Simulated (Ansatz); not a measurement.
A nudged elastic band was laid between two geometries of AlH4OSe (7 atoms, charge 1, multiplicity 1).

The calculation used Ansatz 0.2.0, RKS B3LYP-D4/def2-SVP.

```json
{
 "movable images": "5",
 "climbing image": "yes",
 "spring": "5.0 eV/Å²",
 "optimiser": "quadratic models (default)",
 "start path": "through a guess of the saddle point",
 "force threshold": "0.05 eV/Å",
 "iteration limit": "60",
 "end points": "relaxed"
}
```

First end point:

```xyz
7
Properties=species:S:1:pos:R:3
O -0.335 -0.184 -1.536
Se -0.656 -1.161 0.195
Al 0.489 0.432 1.607
H -1.163 0.095 -1.977
H 0.202 -0.698 -2.172
H 0.375 -0.128 3.066
H 1.088 1.644 0.818
```

Last end point:

```xyz
7
Properties=species:S:1:pos:R:3
O -0.172 0.012 -1.416
Se -0.789 -1.136 1.712
Al 0.346 0.324 0.395
H -0.811 -0.647 -1.747
H 0.185 0.514 -2.175
H -0.134 -0.555 2.906
H 1.375 1.488 0.325
```

(1) Which bonds break or form, and what moves?

(2) Give the energies along the band, and the barrier.

(3) What is the geometry of the highest image?

(4) What are the harmonic wavenumbers there?

The band took 19 iterations and about 4 core-minutes.

## Answers

(1) Bonds broken: O1–Se2, Al3–H6. Bonds formed: O1–Al3, Se2–H6.

(2) The run converged. The highest image is number 1 of 0 to 6, 1.1 kcal/mol above the first end and 64.2 kcal/mol above the last; the last end lies 63.2 kcal/mol below the first. A vibrational analysis at the climbing image gives one clearly imaginary mode, 204i cm⁻¹: a first-order saddle point. The orbitals stay closed-shell, which can raise the energy where a bond breaks towards radicals; this wasn't checked here.

| image | path coordinate (Å) | energy (kcal/mol) | O1–Se2 (Å) | Al3–H6 (Å) | O1–Al3 (Å) |
| --- | --- | --- | --- | --- | --- |
| 0 | 0.00 | 0.0 | 2.01 | 1.57 | 3.31 |
| 1 | 0.99 | 1.1 | 2.05 | 1.60 | 3.58 |
| 2 | 1.87 | -15.1 | 2.58 | 2.01 | 3.42 |
| 3 | 2.75 | -34.2 | 2.92 | 2.56 | 2.68 |
| 4 | 3.63 | -56.4 | 3.15 | 2.76 | 2.02 |
| 5 | 4.52 | -61.2 | 3.32 | 2.73 | 1.93 |
| 6 | 5.40 | -63.2 | 3.39 | 2.70 | 1.91 |

(3) 
```xyz
7
Properties=species:S:1:pos:R:3
O -0.422 -0.278 -1.680
Se -0.513 -0.905 0.270
Al 0.625 0.624 1.623
H -1.303 -0.093 -2.063
H 0.039 -0.913 -2.264
H 0.180 -0.386 2.774
H 1.393 1.950 1.341
```

(4) 204i, 177, 197, 309, 389, 429, 528, 616, 652, 787, 1584, 1889, 2050, 3663, 3756 cm⁻¹.

Run time: 2.2 min on 2 threads of Intel(R) Xeon(R) Platinum 8375C CPU @ 2.90GHz (Ice Lake), on a shared host, peak memory 0.19 GiB.
